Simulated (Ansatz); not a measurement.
`C=CC12CC3CC(CC(C3)C1)C2` with charge -1, relaxed as a doublet with UKS r2SCAN-D4/def2-SVP in Ansatz, starting from the r2SCAN-D4/def2-SVP geometry of the neutral singlet. Force threshold 0.03 eV/Å.

The highest occupied level of the relaxed charge -1 doublet lies above zero (up to 3.63 eV). By energy differences it is unbound by 1.94 eV (each at its own geometry, against the charge 0 singlet, at PBE0-D4/def2-SVP) and held by the finite basis.

Start:

```xyz
30

C    -1.716   -2.517    1.708
C    -0.667   -2.254    0.921
C    -0.256   -0.918    0.364
C    -0.232   -0.998   -1.184
C     0.246    0.331   -1.788
C     1.666    0.639   -1.287
C     1.658    0.744    0.245
C     0.706    1.871    0.677
C    -0.714    1.561    0.177
C    -0.705    1.457   -1.356
C    -1.191    0.231    0.780
C     1.178   -0.584    0.848
H    -1.917   -3.535    2.056
H    -2.411   -1.738    2.036
H    -0.005   -3.083    0.629
H    -1.246   -1.245   -1.549
H     0.433   -1.822   -1.500
H     0.250    0.249   -2.889
H     2.027    1.584   -1.730
H     2.362   -0.156   -1.610
H     2.679    0.960    0.608
H     0.708    1.968    1.777
H     1.051    2.837    0.266
H    -1.400    2.368    0.490
H    -0.384    2.417   -1.800
H    -1.726    1.255   -1.727
H    -2.220    0.011    0.443
H    -1.221    0.303    1.882
H     1.185   -0.532    1.952
H     1.863   -1.404    0.560
```

(1) Estimate the energy that the relaxation releases and the steps that it takes.

(2) Does the start keep its bonding?

(3) Predict the relaxed structure.

Answers

(1) 7.6 kcal/mol, in 10 steps; 3.2 min on 4 threads of Arm Neoverse V1 on a shared host. No frequencies were taken in this run, so the end may be a saddle point.

(2) By distances, no bond broke or formed. The bond that changes most is C1–C2, from 1.34 to 1.43 Å (atoms count from 1).

(3) 
| atom | x (Å) | y (Å) | z (Å) |
| --- | --- | --- | --- |
| C1 | -1.3123 | -2.4271 | 2.1198 |
| C2 | -0.9027 | -2.2791 | 0.7542 |
| C3 | -0.3681 | -0.9586 | 0.2393 |
| C4 | -0.2387 | -0.9595 | -1.2967 |
| C5 | 0.3103 | 0.3763 | -1.8251 |
| C6 | 1.7007 | 0.6464 | -1.2270 |
| C7 | 1.6012 | 0.6946 | 0.3068 |
| C8 | 0.6433 | 1.8250 | 0.7141 |
| C9 | -0.7472 | 1.5601 | 0.1168 |
| C10 | -0.6393 | 1.5128 | -1.4149 |
| C11 | -1.2845 | 0.2174 | 0.6358 |
| C12 | 1.0490 | -0.6446 | 0.8119 |
| H13 | -1.4555 | -3.4505 | 2.5010 |
| H14 | -2.0326 | -1.7121 | 2.5553 |
| H15 | -0.3235 | -3.1280 | 0.3380 |
| H16 | -1.2344 | -1.1839 | -1.7289 |
| H17 | 0.4292 | -1.7901 | -1.5990 |
| H18 | 0.3871 | 0.3417 | -2.9312 |
| H19 | 2.1087 | 1.6038 | -1.6157 |
| H20 | 2.4025 | -0.1542 | -1.5306 |
| H21 | 2.6111 | 0.9018 | 0.7306 |
| H22 | 0.5723 | 1.8743 | 1.8174 |
| H23 | 1.0353 | 2.8022 | 0.3651 |
| H24 | -1.4354 | 2.3785 | 0.4119 |
| H25 | -0.2683 | 2.4818 | -1.8059 |
| H26 | -1.6402 | 1.3427 | -1.8556 |
| H27 | -2.2991 | 0.0191 | 0.2365 |
| H28 | -1.3650 | 0.2424 | 1.7374 |
| H29 | 0.9646 | -0.6653 | 1.9161 |
| H30 | 1.7314 | -1.4678 | 0.5227 |
Bond lengths: 14 × C–C 1.43 to 1.56 Å; 18 × C–H 1.10 to 1.11 Å.
